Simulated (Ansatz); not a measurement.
Total energies of C₇H₂₀Si₂, SMILES `C[Si](C)(C)C[Si](C)(C)C`.

Cartesian coordinates in Å:
```
C -0.155 1.297 3.054
Si 0.266 0.184 1.603
C 0.051 -1.602 2.135
C 2.060 0.477 1.131
C -0.898 0.572 0.183
Si -0.510 -0.028 -1.553
C 0.830 1.042 -2.315
C 0.050 -1.820 -1.560
C -2.060 0.112 -2.603
H -0.017 2.351 2.796
H 0.480 1.080 3.918
H -1.196 1.165 3.362
H 0.691 -1.829 2.992
H -0.983 -1.799 2.434
H 0.305 -2.300 1.334
H 2.390 -0.203 0.341
H 2.218 1.500 0.780
H 2.710 0.319 1.996
H -1.885 0.184 0.465
H -1.012 1.663 0.124
H 1.767 0.980 -1.757
H 1.032 0.731 -3.344
H 0.524 2.091 -2.340
H 0.997 -1.953 -1.030
H 0.195 -2.168 -2.586
H -0.691 -2.472 -1.090
H -2.428 1.142 -2.625
H -1.870 -0.196 -3.635
H -2.861 -0.519 -2.209
```

Total charge 0; spin multiplicity 1. Geometry: relaxed with PBE0-D4/def2-TZVP. It is one conformer, not always the lowest. Basis def2-TZVPP, the Gaussian-basis code of Ansatz.

| functional | energy without D4 (Eh) | D4 term (kJ/mol) |
| --- | --- | --- |
| PBE | -857.27458 | -79.0 |
| B97M-V | -857.86615 | – |
| PBE0 | -857.39848 | -68.7 |
| r2SCANh | -857.75697 | -24.1 |
| r2SCAN0 | -857.74319 | -26.4 |
| HSE06 (plane-wave form) | -857.36659 | -64.5 |
| CAM-B3LYP | -857.83293 | -70.4 |
| LC-ωPBE | -857.65300 | – |
| ωB97M-V | -857.77858 | – |
| PBE-QIDH | -857.20135 | – |

Task: Give the same for LDA (SPW92), revPBE, BLYP, r2SCAN, B3LYP, BHLYP, ωB97X-V, B2PLYP. (Estimate.)

Result: Computed: 
| functional | energy without D4 (Eh) | D4 term (kJ/mol) |
| --- | --- | --- |
| LDA (SPW92) | -852.98743 | – |
| revPBE | -857.76931 | -217.1 |
| BLYP | -857.78723 | -165.1 |
| r2SCAN | -857.76730 | -22.8 |
| B3LYP | -858.05175 | -124.4 |
| BHLYP | -857.80913 | -95.9 |
| ωB97X-V | -857.83416 | – |
| B2PLYP | -857.47243 | – |

B3LYP takes the VWN-RPA correlation (the form of Gaussian; ORCA's B3LYP/G). HSE06 is the plane-wave form, built on full-range PBE exchange. The double hybrids freeze the cores in their second-order part.

LC-ωPBE has ω = 0.4 bohr⁻¹.
